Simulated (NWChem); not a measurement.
System: C5H5N; SMILES C1(C=CC=N1)=C

Program: NWChem. Pople sets run with spherical d functions. Each level has its own optimisation; frequencies are unscaled. Brackets give each atom's bonded neighbours.

```
level               r C–C [C(CCN)–C(CHH)] (Å)  r C–H [C(CHH)–H(C)] (Å)  r C–C [C(CCH)–C(CCN)] (Å)  r C–N [C(CCN)–N(CC)] (Å)  highest harmonic frequency (cm⁻¹)  lowest (cm⁻¹)  zero-point energy (kcal/mol)  dipole (D)
------------------  -------------------------  -----------------------  -------------------------  ------------------------  ---------------------------------  -------------  ----------------------------  ----------
B3LYP/3-21G                             1.337                    1.083                      1.479                     1.456                               3283            219                          54.5        1.97
Hartree-Fock/3-21G                      1.317                    1.071                      1.479                     1.442                               3452            243                          58.8        2.17
B3LYP/6-31G*                            1.344                    1.085                      1.470                     1.421                               3275            215                          54.5        1.96
```
